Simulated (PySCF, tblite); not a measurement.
Isomers of C2H9N2Si (doublet state). Computed with GFN2-xTB (tblite): harmonic, unscaled wavenumbers at the GFN2-xTB geometry, gas phase. Against measured fundamentals such values can be off by several per cent, at times by over 20. Modes of hydrogen on silicon can be 10 to 20 % off. One conformer each. Open shells enter through the occupations alone, without spin polarisation, and single modes of such species can be off by tens of per cent.

Electronic energies: B3LYP/pcH-1 single points on the GFN2-xTB geometries (PySCF, gas phase).

```tsv
SMILES	electronic energy, lowest = 0 (kJ/mol)
C[N][SiH2]NC	64.2
CN[SiH]NC	0.0
[NH]CCN[SiH3]	131.4
[CH2]N[SiH2]NC	12.0
```

**Question.** How do GFN2-xTB zero-point energies change the relative energies?

**Answer.** 
| SMILES | ZPE (kJ/mol) | of it from modes above 1550 cm⁻¹ | electronic (kJ/mol) | with ZPE, lowest = 0 (kJ/mol) | lowest mode (cm⁻¹) | rings |
| --- | --- | --- | --- | --- | --- | --- |
| CN[SiH]NC | 299.4 | 159.7 | 0.0 | 1.8 | 76 | 0 |
| [CH2]N[SiH2]NC | 285.5 | 158.2 | 12.0 | 0.0 | 82 | 0 |
| C[N][SiH2]NC | 284.2 | 150.8 | 64.2 | 50.9 | 24 | 0 |
| [NH]CCN[SiH3] | 282.2 | 150.4 | 131.4 | 116.0 | 65 | 0 |

The zero-point energies span 17.2 kJ/mol, from `[NH]CCN[SiH3]` to `CN[SiH]NC`. With it `[CH2]N[SiH2]NC` becomes the lowest.

**Question.** And how do the electronic energies of GFN2-xTB itself compare?

**Answer.** `CN[SiH]NC` 0.0; `[CH2]N[SiH2]NC` 2.4; `C[N][SiH2]NC` 16.2; `[NH]CCN[SiH3]` 91.5 kJ/mol, lowest = 0. Against the energies above, taken from the same isomer `CN[SiH]NC`, the largest difference is 48.0 kJ/mol.

**Question.** What do entropy and thermal enthalpy add at 298.15 K and 1 bar (rigid rotor, harmonic oscillator, one conformer each)?

**Answer.** 
```csv
SMILES,point group,symmetry number,S (J/(mol K)),H − H(0) (kJ/mol),ZPE + H − H(0) − TS (kJ/mol)
CN[SiH]NC,C1,1,370.8,24.07,212.9
[CH2]N[SiH2]NC,C1,1,372.0,24.97,199.6
[NH]CCN[SiH3],C1,1,361.1,22.80,197.3
```

S holds R ln(2S + 1) for the spin.

Not tabulated: `C[N][SiH2]NC` (lowest mode only 24 cm⁻¹).
